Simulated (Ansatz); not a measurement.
C₂H₅AlGe (`[CH]1=[CH][GeH2][AlH]1`) from Hartree–Fock to CCSD(T)

```xyz
9

C    -0.972   -0.386    0.909
C    -0.691    0.770    0.266
Ge    0.891    0.577   -0.919
Al    0.430   -1.541    0.225
H    -1.815   -0.448    1.596
H    -1.282    1.678    0.406
H     0.550    0.859   -2.398
H     2.032    1.544   -0.538
H     0.856   -3.055    0.453
```

Charge 0, multiplicity 1. Correlated methods include outer-core shells of Ge, which these sets cover unevenly. Scalar relativity is left out up to krypton. Geometry: relaxed with PBE0-D4/def2-TZVP. Frozen core, restricted reference, Ansatz.

| basis | HF (Eh) | MP2 corr. |
| --- | --- | --- |
| def2-SVP | -2395.48057 | -0.54933 |
| def2-TZVPP | -2395.91619 | -0.64702 |
| def2-QZVPP | -2395.96804 | -0.93628 |

Q: Estimate the CCSD correlation energy and the (T) correction in each basis where they were run (hartree).

A: 
```tsv
basis	CCSD corr.	(T)
def2-SVP	-0.58323	-0.02210
def2-TZVPP	-0.67882	-0.03112
```
